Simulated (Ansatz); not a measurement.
InH2I⁺. Charge 1, multiplicity 2. Geometry r2SCAN-D4/def2-TZVP; atoms count from 1.

Cartesian coordinates in Å:
```
In -0.355 0.256 -0.408
H 0.361 1.767 -0.485
H -1.398 -1.018 -0.706
I 1.392 -1.005 1.599
```

In the def2 sets I, In take a core potential; there is no spin–orbit coupling.

**Question.** Estimate the Mulliken populations from the PBE0/def2-TZVP orbitals of Ansatz.

**Answer.** 
```json
{"atom": "In1", "charge (e)": "0.55", "spin (α − β)": "-0.03"}
{"atom": "H2", "charge (e)": "0.08", "spin (α − β)": "0.01"}
{"atom": "H3", "charge (e)": "0.08", "spin (α − β)": "0.01"}
{"atom": "I4", "charge (e)": "0.30", "spin (α − β)": "1.00"}
```
Mulliken values and Mayer orders depend strongly on the basis.

**Question.** Where does the spin sit?

**Answer.** Summed by element: In -0.03, H 0.03, I 1.00, of 1 unpaired in all. Largest on single atoms: I4 1.00, In1 -0.03, H2 0.01.

**Question.** And the Mayer bond orders between bonded heavy atoms (over 0.3)?

**Answer.** In1–I4 0.57 (2.94 Å).
